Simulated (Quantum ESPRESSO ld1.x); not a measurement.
Spin polarisation of the 5p2 shell in Sn. Start: [Kr] 4d10 5s2 5p(up 1, down 1); electrons of 5p are moved from spin down to spin up, other shells keep equal spins. All-electron calculation, scalar-relativistic Kohn-Sham, LDA (Slater exchange, VWN5 correlation), spin-polarised, spherical densities, point nucleus. Program: ld1.x of Quantum ESPRESSO 7.5.

moment (Bohr magnetons)  E - E(0) (eV)  e(5p up) (eV)  e(5p down) (eV)  5s down minus up (eV)
0                                0.000         -3.867           -3.867                  0.000
0.5                             -0.032         -3.987           -3.729                  0.251
1                               -0.129         -4.091           -3.571                  0.503
1.5                             -0.292         -4.177           -3.393                  0.758
2                               -0.521         -4.244           -3.198                  1.015

At moment 2 the spin-polarisation energy is -0.521 eV and the 5p exchange splitting 1.046 eV, that is 0.523 eV per Bohr magneton; E = -I m^2/4 would give I = 0.521 eV.
